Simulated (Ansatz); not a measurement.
One change: `CSC(F)[SeH]` becomes `FC(S)[SeH]`.

Ansatz, PBE0-D4/def2-TZVP geometries, multiplicity 1. Each molecule was computed in one conformer, which needn't be the lowest.

Scalar relativity is left out up to krypton. Spin–orbit coupling is left out; it splits and shifts lone-pair levels of the heavy atoms by tenths of an eV.

```csv
property,`CSC(F)[SeH]`
LUMO energy (B3LYP/def2-TZVPP) / eV,-0.57
HOMO energy (PBE0/def2-TZVPP) / eV,-6.84
HOMO–LUMO gap (B3LYP/def2-TZVPP) / eV,6.05
size of the dipole moment (PBE/def2-TZVPP) / D,2.62
LUMO energy (ωB97M-V/def2-TZVPP) / eV,1.59
HOMO–LUMO gap (PBE0/def2-TZVPP) / eV,6.53
```

Question: Give the same properties after the change, and the shifts. (Estimate.)

Answer: Ansatz gave: 
| property | `FC(S)[SeH]` | shift |
| --- | --- | --- |
| LUMO energy (B3LYP/def2-TZVPP) / eV | -0.95 | -0.38 |
| HOMO energy (PBE0/def2-TZVPP) / eV | -7.12 | -0.28 |
| HOMO–LUMO gap (B3LYP/def2-TZVPP) / eV | 5.93 | -0.12 |
| size of the dipole moment (PBE/def2-TZVPP) / D | 1.69 | -0.93 |
| LUMO energy (ωB97M-V/def2-TZVPP) / eV | 1.24 | -0.35 |
| HOMO–LUMO gap (PBE0/def2-TZVPP) / eV | 6.43 | -0.10 |

With PBE0 the HOMO falls by 0.28 eV and the LUMO falls by 0.38 eV, so the gap narrows by about 0.10 eV. PBE moves the HOMO by -0.27 eV and ωB97M-V by -0.30 eV. The zero-point energy changes by -77.5 kJ/mol with -9 modes. Dipoles are sizes alone; their direction can turn.

Positive LUMOs are unbound, so they and the gaps depend on the basis.

B3LYP here is the variant with VWN-RPA as its local correlation; programs differ in this.
